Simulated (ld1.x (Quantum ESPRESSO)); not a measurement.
**Cu: excitation energies, all-electron against TM**

ld1.x (Quantum ESPRESSO) 7.5 input, shortened:

```
&input
   title='Cu', zed=29., rel=1, dft='PBESOL', iswitch=3,
   config='[Ar] 3d8 4s0 4p0'
 /
 &inputp
   pseudotype=2, tm=.true., lloc=-2, rcloc=0.80,
   nlcc=.false.
 /
3
3S  1  0   2.00   0.00  0.80  0.80  0.0
3P  2  1   6.00   0.00  1.10  1.10  0.0
3D  3  2   8.00   0.00  1.40  1.40  0.0
 &test
   configts(1)='3s2 3p6 3d8 4s0 4p0'
 /
```

Energies are relative to the spin-unpolarised reference configuration 3s2 3p6 3d8 4s0 4p0; without spin polarisation the order of configurations can differ from experiment.

```
valence configuration  charge  ΔE all-electron (eV)  error AE − PS (meV)
 3s2 3p6 3d10 4s0 4p0      +1               -60.305                 +2.5
  3s2 3p6 3d9 4s0 4p0      +2               -38.992                  +14
 3s1 3p6 3d10 4s1 4p0      +1                53.537                  +36
 3s2 3p6 3d10 4s0 4p1       0               -64.238                 +1.9
  3s2 3p6 3d9 4s2 4p0       0               -66.423                  +43
  3s2 3p6 3d7 4s0 4p0      +4                59.674                  +59
```

(1) What are ΔE and the potential's error for 3s2 3p6 3d10 4s1 4p0?

Levels in the configuration 3s1 3p6 3d10 4s1 4p0:

```
level  all-electron (eV)  pseudo (eV)
   3s           -130.375     -130.447
   3p            -87.824      -87.865
   3d            -19.853      -19.897
   4s            -13.668      -13.664
```

Results:

(1) ΔE = -68.408 eV all-electron; the error (AE − PS) is +4.1 meV.

ld1.x printed “convergence not achieved” for 4 of the counted tests; their residual had stalled under 1e-8, short of the target of 1e-14.
